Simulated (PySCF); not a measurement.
**Correlation energy of Ne²⁺ (neon, charge +2)**

[He] 2s2 2p3 3d1, high-spin 5D determinant (an excited configuration). Computed with PySCF 2.14 in dyall-acv3z (15s9p4d2f, 76 functions), with the spin-free X2C one-electron Hamiltonian (Gaussian nucleus). Frozen: nothing; 8 electrons correlated; the 5 highest virtual orbitals of each spin left out.

```tsv
level	correlation energy (mhartree)
CCSD	-192.63
(T)	-1.80
CCSD(T)	-194.43
```

Diagnostics: T1 = 0.0016, D1 = 0.0041, largest double amplitude 0.044.

Problem. Is a single reference adequate?

Solution. Yes: T1 lies below 0.03 and no double amplitude reaches 0.07.
